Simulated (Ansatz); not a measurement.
This geometry of BBrClHS (5 atoms, charge 0, multiplicity 1) is a first-order saddle point.

The calculation used RKS B3LYP-D4/def2-SVP in Ansatz.

```xyz
5
Properties=species:S:1:pos:R:3
S 0.666 1.298 -0.326
B 0.151 -0.446 0.012
Cl 0.417 -1.180 1.581
Br -0.643 -1.523 -1.364
H -0.541 1.778 0.056
```

Task: Which two structures does it join? (They come from a converged band through this point; their orientation in space is the band's.)

Result: No bond is made or broken. The dihedral H5–S1–B2–Br4 goes from 0 to 180°.

Initial state:

```xyz
5
Properties=species:S:1:pos:R:3
S 0.342 1.349 0.328
B 0.142 -0.430 0.178
Cl 1.013 -1.447 1.315
Br -0.976 -1.239 -1.166
H -0.470 1.694 -0.697
```

Final state:

```xyz
5
Properties=species:S:1:pos:R:3
S -0.227 1.346 -0.376
B -0.102 -0.427 -0.125
Cl 0.886 -1.146 1.141
Br -1.108 -1.555 -1.314
H 0.601 1.708 0.633
```

Task: How far does it lie above each of them?

Result: 53.7 kJ/mol above the first and 54.0 kJ/mol above the second. This is the barrier of this one path; another mechanism may lie lower.

The run took 2.5 min on 1 thread of Arm Neoverse V2, on a shared host, peak memory 0.18 GiB.
